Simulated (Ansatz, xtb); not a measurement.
# Relative energy of two isomers of C2H7GeNO

Structure a is `N[C@@H]1O[C@@H]1[GeH3]`, a singlet and structure b is `N[C@@H]1O[C@H]1[GeH3]`, a singlet. Both are isolated molecules in the gas phase, relaxed with PBE0-D3(BJ)/def2-SVP; the shapes shown needn't be the lowest conformers.

a (Å):

```yaml
atoms:
  - { symbol: C, position_ang: [-1.0656, -0.0884, 0.2447] }
  - { symbol: C, position_ang: [-0.9606, -0.8738, -0.9929] }
  - { symbol: Ge, position_ang: [0.2957, -0.2756, -2.3786] }
  - { symbol: N, position_ang: [-0.2474, 1.0686, 0.3587] }
  - { symbol: O, position_ang: [-0.3809, -1.3052, 0.2353] }
  - { symbol: H, position_ang: [0.0388, 1.2231, 1.3239] }
  - { symbol: H, position_ang: [-0.7528, 1.8976, 0.0520] }
  - { symbol: H, position_ang: [-2.0129, -0.1263, 0.8106] }
  - { symbol: H, position_ang: [-1.8375, -1.4603, -1.3042] }
  - { symbol: H, position_ang: [1.7402, -0.3534, -1.8747] }
  - { symbol: H, position_ang: [0.1307, -1.1918, -3.6114] }
  - { symbol: H, position_ang: [-0.0486, 1.1624, -2.8140] }
```

b (Å):

```yaml
atoms:
  - { symbol: C, position_ang: [0.3629, -0.3443, -0.2396] }
  - { symbol: C, position_ang: [-0.9192, -0.4256, -0.9529] }
  - { symbol: Ge, position_ang: [-1.9316, 1.1662, -1.4652] }
  - { symbol: N, position_ang: [1.2966, -1.3937, -0.4108] }
  - { symbol: O, position_ang: [-0.8207, -0.6713, 0.4435] }
  - { symbol: H, position_ang: [2.0016, -1.3895, 0.3226] }
  - { symbol: H, position_ang: [1.7774, -1.3128, -1.3033] }
  - { symbol: H, position_ang: [0.7411, 0.6577, 0.0297] }
  - { symbol: H, position_ang: [-1.0613, -1.3388, -1.5500] }
  - { symbol: H, position_ang: [-1.7544, 1.4485, -2.9701] }
  - { symbol: H, position_ang: [-3.4236, 0.9476, -1.1632] }
  - { symbol: H, position_ang: [-1.4101, 2.3607, -0.6479] }
```

Estimate E(b) − E(a) at the level CCSD(T)/def2-SVP + ΔMP2/def2-TZVPP.

Too close to call at this level: CCSD(T)/def2-SVP + ΔMP2/def2-TZVPP gives E(b) − E(a) = +2.72 kJ/mol.

How the difference moves with the method:

```json
{"level": "GFN2-xTB", "geometry": "GFN2-xTB", "E(b) − E(a) (kJ/mol)": "+17.70", "departure from the last row (kJ/mol)": "+14.98", "job, with rough time for the two": "optimisation, 0.65 s"}
{"level": "HF/STO-3G", "geometry": "GFN2-xTB", "E(b) − E(a) (kJ/mol)": "−2.05", "departure from the last row (kJ/mol)": "−4.77", "job, with rough time for the two": "single point, 2 s"}
{"level": "r2SCAN-D4/def2-SVP", "geometry": "GFN2-xTB", "E(b) − E(a) (kJ/mol)": "−1.48", "departure from the last row (kJ/mol)": "−4.20", "job, with rough time for the two": "single point, 11 s"}
{"level": "PBE0-D3(BJ)/def2-SVP", "geometry": "PBE0-D3(BJ)/def2-SVP", "E(b) − E(a) (kJ/mol)": "+4.87", "departure from the last row (kJ/mol)": "+2.15", "job, with rough time for the two": "optimisation, 3.7 min"}
{"level": "HF/def2-SVP", "geometry": "PBE0-D3(BJ)/def2-SVP", "E(b) − E(a) (kJ/mol)": "+3.92", "departure from the last row (kJ/mol)": "+1.19", "job, with rough time for the two": "part of the CCSD(T) run"}
{"level": "MP2/def2-SVP", "geometry": "PBE0-D3(BJ)/def2-SVP", "E(b) − E(a) (kJ/mol)": "+5.33", "departure from the last row (kJ/mol)": "+2.60", "job, with rough time for the two": "part of the CCSD(T) run"}
{"level": "CCSD(T)/def2-SVP", "geometry": "PBE0-D3(BJ)/def2-SVP", "E(b) − E(a) (kJ/mol)": "+5.63", "departure from the last row (kJ/mol)": "+2.91", "job, with rough time for the two": "single point"}
{"level": "CCSD(T)/def2-SVP + ΔMP2/def2-TZVPP", "geometry": "PBE0-D3(BJ)/def2-SVP", "E(b) − E(a) (kJ/mol)": "+2.72", "departure from the last row (kJ/mol)": "", "job, with rough time for the two": "single point, 2.4 min"}
```

As drawn, both hold the same kinds of bond in the same numbers.

The largest departure from CCSD(T)/def2-SVP + ΔMP2/def2-TZVPP is that of GFN2-xTB, 14.98 kJ/mol. The last row adds to CCSD(T) the change of the MP2 difference between the two basis sets, here −2.91 kJ/mol.

With thermal terms from frequencies at re-optimised GFN2-xTB minima (ideal gas, soft modes damped towards free rotors, one conformer each, 298.15 K, 1 atm): on the last row, ΔE + ΔZPE = −0.05, ΔH = +1.71, ΔG = −4.08 kJ/mol.

The correlated steps freeze 13 core orbitals; the filled d shell of Ge is correlated, in a basis made for valence electrons. Run with Ansatz 0.2.0, xtb 6.7.1; the last row on 2 threads of AMD EPYC (Zen 3) on a shared host.
